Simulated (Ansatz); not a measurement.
Two isomers of C5H5NO: A = `Oc1ccncc1`, B = `Oc1ccccn1`.

Isolated molecules relaxed with PBE0-D4/def2-TZVP in Ansatz; ΔE leaves out vibrations. CCSD(T)/CBS is the MP2 limit (def2-TZVPP, def2-QZVPP) plus CCSD(T) − MP2 in def2-TZVPP, frozen cores. DFT in def2-TZVPP. B3LYP here is the variant with VWN-RPA as its local correlation; programs differ in this. One conformer a species, not always the lowest.

Question: Which is lower in electronic energy at CCSD(T)/CBS, and by how much? (An estimate is asked.)

Answer: The calculation gave: B, by 7.4 kcal/mol.

Question: Give E(B) − E(A) in kcal/mol with BLYP-D4, CCSD/def2-TZVPP, LDA (SPW92), MP2/def2-TZVPP, B3LYP-D4, CCSD(T)/def2-SVP, r2SCAN-D4. (Best estimate.)

Answer: Computed: BLYP-D4 -7.2, CCSD/def2-TZVPP -7.3, LDA (SPW92) -8.2, MP2/def2-TZVPP -7.5, B3LYP-D4 -7.4, CCSD(T)/def2-SVP -7.9, r2SCAN-D4 -7.7. None reverses the order clearly.

Question: Does the order hold for the free energy at 298.15 K (harmonic terms from PBE0-D4)? (Best estimate.)

Answer: Computed: Yes: G(B) − G(A) = -7.1 kcal/mol, for one conformer each.

Largest T1 diagnostic: 0.014.

Leaving LDA and LC-ωPBE aside and taking each functional with its dispersion term where it has one, the values, not all of them listed here, spread over 0.5 kcal/mol, from r2SCAN0-D4 to BLYP-D4. LDA lies −0.8 kcal/mol from PBE without D4.
